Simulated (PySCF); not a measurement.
Orbital picture of KTe

PBE at R = 3.168 Å; K x2c-SVPall, Te x2c-SVPall; spin-free X2C with a Gaussian nucleus (PySCF 2.14). State: ²Π (doublet), unpaired electrons π ↑. Only the outer orbitals are listed, counted within each symmetry.

```
spin  orbital  occ.  ε (eV)  on K (%)         main shells (%)
   α      13σ     1  -35.85       100                 100 K s
   α       7π     1  -19.37       100                 100 K p
   α       7π     1  -19.34       100                 100 K p
   α      14σ     1  -19.25        99                  99 K p
   α      15σ     1  -12.67         3                 97 Te s
   α       8π     1   -4.45         4                 96 Te p
   α      16σ     1   -3.99        15         85 Te p, 12 K s
   α       8π     1   -3.49         6                 94 Te p
   α      17σ     0   -1.96        94          76 K s, 18 K p
   α       9π     0   -0.23        98                  96 K p
   α       9π     0   -0.15        97                  94 K p
   β      13σ     1  -35.86       100                 100 K s
   β       7π     1  -19.37       100                 100 K p
   β       7π     1  -19.34       100                 100 K p
   β      14σ     1  -19.25        99                  99 K p
   β      15σ     1  -12.03         3                 97 Te s
   β      16σ     1   -3.70        18         81 Te p, 16 K s
   β       8π     1   -3.21         7                 93 Te p
   β       8π     0   -3.19         7                 93 Te p
   β      17σ     0   -1.97        92  71 K s, 20 K p, 8 Te p
   β       9π     0   -0.18        97                  93 K p
```

Which are the highest filled and the lowest empty level, where do they sit, and how wide is the gap?

Highest filled β 8π at -3.21 eV (in %: 93 Te p); lowest empty β 8π at -3.19 eV (in %: 93 Te p); the gap at PBE is 0.02 eV. Both belong to one degenerate shell, split only by its one-sided filling, so this is no excitation gap.

- bond order (Mayer): 0.95
- ⟨S²⟩: 0.754
- charge on K (Mulliken, basis-dependent): 0.46
- charge on K (Löwdin, basis-dependent): 0.27
- dipole moment (positive dipole means K(−)Te(+)): -9.18 D
- polarisability along the bond: 139.7 bohr³
- polarisability across the bond: 63.5 bohr³

Spin–orbit coupling is left out. The state is the lowest determinant that a PBE0 search found; another state may lie lower at other levels.
